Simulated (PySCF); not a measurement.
**From computed data to an observable: chemical shift, span and skew from a shielding tensor**

B(Cl)(Et)(OH) (C2H6BClO), SMILES CCB(O)Cl. Atoms are numbered in the order given.

```xyz
11

B      0.2586     0.5167     0.1821
Cl    -1.0606    -0.3304     1.0436
C      0.6328     0.1423    -1.2917
C      0.4070    -1.3029    -1.7188
H      1.6752     0.4576    -1.4669
H      0.0240     0.8193    -1.9235
H     -0.6389    -1.6066    -1.5624
H      1.0343    -1.9973    -1.1382
H      0.6460    -1.4544    -2.7823
O      0.9003     1.5125     0.8222
H      0.5558     1.6786     1.7072
```
Charge 0, spin multiplicity 1.

Coordinates come from a PBE0-D3(BJ)/def2-SVP optimisation. The structure was generated by enumeration, and PubChem lists no compound with its InChIKey, so it may never have been made. The values are those of a single conformer.

GIAO shieldings from KT2/pcSseg-1 (PySCF), non-relativistic, no solvent. The symmetric part of the tensor of C4 has the principal values 160.9, 171.1, 183.1 ppm. The same nucleus in TMS has σ = 185.1 ppm at this level (PySCF, at its B3LYP-D3(BJ)/def2-TZVP geometry). Without spin–orbit terms, shifts of atoms bonded to Cl or Br come out too high.

Problem. Work out the isotropic shielding, the ¹³C shift against TMS, the span and the skew.

Solution. 
σ(iso) = (σ11 + σ22 + σ33)/3 = 171.7 ppm. δ = σ(ref) − σ(iso) = 185.1 − (171.7) = 13.4 ppm.
Span Ω = σ33 − σ11 = 22.2 ppm. Skew κ = 3(σ(iso) − σ22)/Ω = 0.08. Tumbling in solution averages the tensor to δ; in a static solid the shielding alone would spread this spin-1/2 line over Ω.
